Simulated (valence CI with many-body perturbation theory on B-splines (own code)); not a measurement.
**Pr18+: M1 decay**

Level of theory: relativistic CI+MBPT: five valence electrons over a frozen Dirac-Fock core [Kr], radial functions for each j: 7 s, 7 p, 8 d, 6 f, 4 g, 1 h, with the one-electron correlation potential Σ1 (screened to all orders), the two-electron term Σ2, the three-electron term Σ3, Breit, model QED; selected single and double excitations, second order for the rest, scaled by the run's own slope (own B-spline code, finite nucleus).

No measured spectrum was set against this ion. As an estimate, terms of the open shell hold to 2 to 4 % of their energy, and close levels can change places. Among the levels kept, up to 450 cm⁻¹ of a level comes from second order outside the variational space, and about a tenth of that is noise between levels of different J, which matters for small intervals. The list stops below the first excitations out of the core.

Lines 51 to 100 of 120 in falling wavelength, among levels below 629080 cm⁻¹, chosen from the decays that carry over 1 % of a level's rate. Wavelengths and rates use the calculated energies, so an error of 2000 cm⁻¹ moves a line at 283.7 nm by 5.7 % and its rate by three times that or more. Weak lines are less certain than strong ones. Lines between different terms over intervals too small for the method are left out, as are lines whose strength nearly cancels. Where a level lies close to another of its J and parity, the split of strength between their lines is uncertain.

Names give the largest LS component (configuration and term), which can be under half, so a name can repeat, a term be missing and a line seem to break the LS rules; names also repeat where a configuration has a term twice. Letters in brackets count levels of one name in rising energy.

| λ vac (nm) | Upper | Lower | Type | A (s⁻¹) | Branch % |
| --- | --- | --- | --- | --- | --- |
| 283.7 | 4d5 4G_5/2 [a] | 4d5 6S_5/2 | M1 | 5.55e+02 | 100.0 |
| 276.9 | 4d5 2G_9/2 [a] | 4d5 4G_11/2 | M1 | 1.63e+02 | 39.8 |
| 276.7 | 4d5 4F_5/2 | 4d5 2D_5/2 [a] | M1 | 3.62e+02 | 18.9 |
| 275.3 | 4d5 2F_5/2 [b] | 4d5 2F_7/2 [a] | M1 | 9.00e+01 | 3.3 |
| 271.7 | 4d5 2H_9/2 | 4d5 4D_7/2 | M1 | 8.64e+01 | 5.4 |
| 256.7 | 4d5 2S_1/2 | 4d5 2D_3/2 [a] | M1 | 7.64e+01 | 4.7 |
| 253.8 | 4d5 2I_13/2 | 4d5 4G_11/2 | M1 | 8.05e+01 | 92.1 |
| 252.1 | 4d5 2G_9/2 [a] | 4d5 4G_7/2 | M1 | 1.95e+02 | 47.4 |
| 249.4 | 4d5 4F_3/2 | 4d5 4D_3/2 | M1 | 9.46e+02 | 44.8 |
| 247.8 | 4d5 2F_5/2 [a] | 4d5 4G_5/2 [b] | M1 | 8.72e+02 | 65.4 |
| 247.0 | 4d5 2S_1/2 | 4d5 4D_1/2 | M1 | 1.81e+01 | 1.1 |
| 243.6 | 4d5 2F_7/2 [b] | 4d5 2F_7/2 [a] | M1 | 2.77e+01 | 2.0 |
| 234.9 | 4d5 4F_7/2 | 4d5 2G_9/2 [a] | M1 | 7.16e+02 | 34.0 |
| 230.3 | 4d5 2D_5/2 [a] | 4d5 4G_5/2 [a] | M1 | 4.69e+02 | 36.5 |
| 229.2 | 4d5 2F_5/2 [b] | 4d5 2D_5/2 [a] | M1 | 6.98e+02 | 25.2 |
| 228.4 | 4d5 2D_3/2 [b] | 4d5 2D_5/2 [a] | M1 | 2.36e+02 | 32.5 |
| 226.4 | 4d5 2H_11/2 | 4d5 2I_13/2 | M1 | 2.98e+02 | 12.8 |
| 222.4 | 4d5 2G_9/2 [b] | 4d5 2G_9/2 [a] | M1 | 1.79e+01 | 2.0 |
| 221.3 | 4d5 2F_5/2 [a] | 4d5 4D_3/2 | M1 | 1.14e+02 | 8.6 |
| 210.6 | 4d5 2F_5/2 [a] | 4d5 4G_7/2 | M1 | 1.80e+02 | 13.5 |
| 209.5 | 4d5 2F_5/2 [b] | 4d5 4D_7/2 | M1 | 4.74e+02 | 17.1 |
| 206.9 | 4d5 2F_7/2 [b] | 4d5 2D_5/2 [a] | M1 | 1.63e+02 | 12.0 |
| 204.8 | 4d5 4F_7/2 | 4d5 2F_7/2 [a] | M1 | 3.89e+02 | 18.5 |
| 197.2 | 4d5 2F_7/2 [a] | 4d5 4G_5/2 [a] | M1 | 4.23e+01 | 12.1 |
| 195.8 | 4d5 2G_9/2 [b] | 4d5 2I_11/2 | M1 | 1.45e+02 | 16.4 |
| 195.0 | 4d5 2H_9/2 | 4d5 4G_9/2 | M1 | 8.20e+02 | 50.8 |
| 190.7 | 4d5 2F_7/2 [b] | 4d5 4D_7/2 | M1 | 4.18e+02 | 30.9 |
| 190.2 | 4d5 4G_7/2 | 4d5 6S_5/2 | M1 | 9.90e+01 | 49.5 |
| 186.6 | 4d5 2H_11/2 | 4d5 2I_11/2 | M1 | 1.31e+03 | 56.5 |
| 184.6 | 4d5 2G_7/2 [a] | 4d5 4G_9/2 | M1 | 1.77e+02 | 48.1 |
| 183.3 | 4d5 2G_7/2 [a] | 4d5 4G_5/2 [b] | M1 | 1.08e+01 | 2.9 |
| 182.3 | 4d5 4D_3/2 | 4d5 6S_5/2 | M1 | 1.05e+03 | 92.9 |
| 181.4 | 4d5 4F_5/2 | 4d5 4G_5/2 [b] | M1 | 2.15e+02 | 11.2 |
| 181.0 | 4d5 2H_9/2 | 4d5 4G_11/2 | M1 | 2.99e+02 | 18.6 |
| 180.6 | 4d5 2D_3/2 [a] | 4d5 4G_5/2 [a] | M1 | 8.81e+00 | 1.9 |
| 178.2 | 4d5 4F_7/2 | 4d5 2D_5/2 [a] | M1 | 3.08e+01 | 1.5 |
| 174.7 | 4d5 2D_3/2 [b] | 4d5 4P_1/2 | M1 | 6.14e+01 | 8.5 |
| 170.0 | 4d5 2H_9/2 | 4d5 4G_7/2 | M1 | 3.15e+02 | 19.5 |
| 167.5 | 4d5 4G_5/2 [b] | 4d5 6S_5/2 | M1 | 2.47e+02 | 35.5 |
| 167.5 | 4d5 4F_3/2 | 4d5 4G_5/2 [a] | M1 | 7.01e+02 | 33.2 |
| 166.8 | 4d5 4F_5/2 | 4d5 4D_3/2 | M1 | 9.62e+01 | 5.0 |
| 166.0 | 4d5 4F_7/2 | 4d5 4D_7/2 | M1 | 3.26e+02 | 15.5 |
| 162.1 | 4d5 2G_7/2 [a] | 4d5 4G_7/2 | M1 | 5.35e+00 | 1.5 |
| 160.7 | 4d5 4F_5/2 | 4d5 4G_7/2 | M1 | 5.81e+02 | 30.3 |
| 159.7 | 4d5 2F_5/2 [b] | 4d5 4G_5/2 [b] | M1 | 8.40e+02 | 30.4 |
| 159.7 | 4d5 2G_9/2 [b] | 4d5 4D_7/2 | M1 | 3.54e+02 | 40.2 |
| 155.4 | 4d5 2S_1/2 | 4d5 4P_1/2 | M1 | 3.54e+02 | 22.0 |
| 154.3 | 4d5 2F_5/2 [a] | 4d5 4G_5/2 [a] | M1 | 5.84e+01 | 4.4 |
| 149.4 | 4d5 2F_7/2 [b] | 4d5 4G_9/2 | M1 | 5.85e+02 | 43.2 |
| 148.5 | 4d5 2F_7/2 [b] | 4d5 4G_5/2 [b] | M1 | 8.09e+01 | 6.0 |
